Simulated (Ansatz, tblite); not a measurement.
Cost and result up the ladder for Ge₆H₈ (the lowest singlet isomer of a short search) (14 atoms). Total charge 0; singlet. Geometry: PBE0-D4/def2-SVP.

```tsv
atom	x (Å)	y (Å)	z (Å)
Ge1	-0.827	-0.726	2.337
Ge2	0.772	0.752	-2.179
Ge3	1.164	0.495	0.225
Ge4	-1.614	1.400	-1.854
Ge5	-1.242	-0.294	-0.215
Ge6	1.701	-0.799	2.163
H7	0.772	1.887	0.801
H8	-1.740	2.829	-1.309
H9	-0.723	-2.204	1.727
H10	-1.276	-1.646	-0.969
H11	0.665	-0.715	-2.722
H12	2.568	0.047	3.118
H13	-2.603	1.124	-2.997
H14	2.384	-2.147	1.873
```

Ansatz on 4 threads of Intel Xeon Platinum 8259CL on a shared host; xTB runs through tblite on one thread. Times are rough, summed over both states, and most runs start from the orbitals of an earlier one. No level here is sound enough to serve as a yardstick. The other state is a doublet.

The xTB rows come from tblite. The structure comes from a short search, and lower isomers may exist.

Raw xTB energies of ions are shifted by several eV.

```csv
level,functions,wall time,vertical IE (eV),remarks
GFN2-xTB,62,0.076 s,11.67,–
GFN1-xTB,70,0.082 s,12.47,–
LDA (SPW92)/def2-TZVP,336,18 s,7.66,restricted SCF unstable in HF (singlet)
PBE-D4/def2-TZVP (with forces),336,27 s,7.48,restricted SCF unstable in HF (singlet)
PBE0-D4/def2-TZVP,336,93 s,7.54,restricted SCF unstable in HF (singlet)
```
